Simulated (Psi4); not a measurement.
H$_{2}$Cl$_{2}$Se$_{2}$Sn (SMILES [Cl][Sn]([Cl])([SeH])[SeH]), singlet, geometry from GFN2-xTB (such geometries of metal compounds can be far from the true shape) (core potentials on Sn).

Input for Psi4:
```
memory 2 GB

molecule {
0 1
Cl   -1.50543944   -1.19474710   -1.67777801
Sn   -0.33028440   -0.06831697   -0.00255557
Cl   -1.87357844    0.50087822    1.65587193
Se    0.66203578    2.10294027   -1.00559222
Se    1.42422964   -1.67489658    1.01955267
H     1.01220342    2.63659942    0.29025206
H     2.01229642   -1.97846582   -0.26472503
}

set {
  basis def2-sv(p)
}

energy('cam-b3lyp')
print_variables()
```

Predict the dipole moment from CAM-B3LYP/def2-SV(P) in Psi4.

2.19 D

Give the nuclear repulsion energy at the level CAM-B3LYP/def2-SV(P).

1010.9511 Eh

Give the total energy at the level CAM-B3LYP/def2-SV(P).

-5938.514838 Ha

Predict the number of basis functions from CAM-B3LYP/def2-SV(P).

130
